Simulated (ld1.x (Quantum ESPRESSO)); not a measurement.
# Scattering properties, TM potential for W

```json
{
  "Element": "W",
  "Generator": "ld1.x (Quantum ESPRESSO) 7.5",
  "Type": "norm-conserving Troullier–Martins (Kleinman–Bylander form)",
  "Functional": "revPBE",
  "Relativity": "fully relativistic",
  "Frozen core": "[Kr] 4d10 4f14 5s2",
  "Valence charge": "12",
  "Reference configuration": "5p6 5d4 6s1 6p0 (charge +1)",
  "Partial waves": "5p (bound): rc 1.60 bohr; 5d (bound): rc 2.50 bohr; 6s (bound): rc 2.00 bohr",
  "Local potential": "the s channel",
  "Core correction": "none"
}
```

Open shells are filled in proportion to 2j + 1 (rel_dist='average').

The phase is arctan(r·u′/u) with u = r·R(r), unwrapped; energies in Ry, scanned from -6 to 5 Ry. A pole is an energy at which the radial function vanishes at the test radius. The pseudo phase is shifted by a multiple of π to meet the all-electron one at the reference energy, and phase errors are pseudo minus all-electron; the curves can meet again beyond the range given. Levels narrower than the energy grid can be missing from the lists of poles.

| channel | radius (bohr) | reference energy (Ry) | poles, all-electron | poles, pseudo | unbroken range about the reference energy with phases within 0.05 rad | phase error 1 Ry above the reference energy (rad) |
| --- | --- | --- | --- | --- | --- | --- |
| s | 2.69 | -0.89 | 1.44 | 0.63, 3.02 | below 0.2 | -0.045 |
| p1/2 | 2.69 | -4.24 | -4.19, 2.66 | -4.19, 4.52 | below -1.5 | +0.006 |
| p3/2 | 2.69 | -3.52 | -3.43, 3.25 | -3.43, 4.89 | below -1.1 | +0.008 |
| d3/2 | 2.69 | -0.89 | -0.38 | -0.36 | below 1.0 | +0.013 |
| d5/2 | 2.69 | -0.83 | -0.27 | -0.26 | below 1.1 | +0.012 |

Phases in the s channel:

```json
{"E (Ry)": "-6.00", "all-electron": "1.410", "pseudo": "1.393"}
{"E (Ry)": "-5.48", "all-electron": "1.390", "pseudo": "1.381"}
{"E (Ry)": "-4.96", "all-electron": "1.373", "pseudo": "1.367"}
{"E (Ry)": "-4.44", "all-electron": "1.355", "pseudo": "1.349"}
{"E (Ry)": "-3.92", "all-electron": "1.332", "pseudo": "1.325"}
{"E (Ry)": "-3.40", "all-electron": "1.300", "pseudo": "1.293"}
{"E (Ry)": "-2.88", "all-electron": "1.255", "pseudo": "1.246"}
{"E (Ry)": "-2.36", "all-electron": "1.180", "pseudo": "1.171"}
{"E (Ry)": "-1.84", "all-electron": "1.036", "pseudo": "1.025"}
{"E (Ry)": "-1.32", "all-electron": "0.658", "pseudo": "0.649"}
{"E (Ry)": "-0.80", "all-electron": "-0.403", "pseudo": "-0.404"}
{"E (Ry)": "-0.28", "all-electron": "-1.137", "pseudo": "-1.161"}
{"E (Ry)": "0.24", "all-electron": "-1.377", "pseudo": "-1.431"}
{"E (Ry)": "0.76", "all-electron": "-1.488", "pseudo": "-1.629"}
{"E (Ry)": "1.28", "all-electron": "-1.554", "pseudo": "-3.324"}
{"E (Ry)": "1.80", "all-electron": "-1.603", "pseudo": "-4.532"}
{"E (Ry)": "2.32", "all-electron": "-1.646", "pseudo": "-4.644"}
{"E (Ry)": "2.84", "all-electron": "-1.688", "pseudo": "-4.698"}
{"E (Ry)": "3.36", "all-electron": "-1.738", "pseudo": "-4.736"}
{"E (Ry)": "3.88", "all-electron": "-1.806", "pseudo": "-4.769"}
{"E (Ry)": "4.40", "all-electron": "-1.918", "pseudo": "-4.802"}
{"E (Ry)": "4.92", "all-electron": "-2.163", "pseudo": "-4.839"}
```
